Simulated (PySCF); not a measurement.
## Tl: excitation energy

Tl [Xe] 4f14 5d10 6s2 6p1 (2P) → Tl [Xe] 4f14 5d10 6s1 6p1 6d1 (high-spin determinant), as a difference of total energies. All numbers are calculated (PySCF 2.14, a scalar-relativistic core potential, in aug-cc-pwCVDZ-PP with ECP60MDF). Correlated levels: valence: 5s2 5p6 5d10 frozen; valence and next inner shell: nothing frozen outside the core potential. The calculations carry no spin-orbit coupling.

```json
{"method": "UHF", "excitation energy (eV)": "9.666"}
{"method": "LDA", "excitation energy (eV)": "11.503"}
{"method": "PBE", "excitation energy (eV)": "11.032"}
{"method": "PBE0", "excitation energy (eV)": "10.875"}
{"method": "r2SCAN", "excitation energy (eV)": "11.053"}
{"method": "B2PLYP", "excitation energy (eV)": "10.850"}
{"method": "PBEsol", "excitation energy (eV)": "11.139"}
{"method": "r2SCANh", "excitation energy (eV)": "11.015"}
{"method": "MN15", "excitation energy (eV)": "11.935"}
{"method": "MP2 (valence)", "excitation energy (eV)": "10.222"}
{"method": "SCS-MP2 (valence)", "excitation energy (eV)": "10.375"}
{"method": "MP2 (valence and next inner shell)", "excitation energy (eV)": "11.498"}
{"method": "SCS-MP2 (valence and next inner shell)", "excitation energy (eV)": "11.453"}
```

How much does correlation contribute at MP2 (valence and next inner shell)?

11.498 − (9.666) = 1.832 eV, measured against UHF.

The upper state lies above the first ionisation limit, but in LS coupling its spin forbids autoionisation to the ground ion; at this Z spin-orbit coupling breaks that rule.

The promoted electron is Rydberg-like, and one or two diffuse shells describe it only roughly, which tends to raise the upper state.

In the upper state the promoted electron has a positive orbital energy at MN15, so the basis confines it.

The determinant of the upper state mixes LS terms, which raises its energy above the lowest term, most at the Hartree-Fock and MP2 levels.
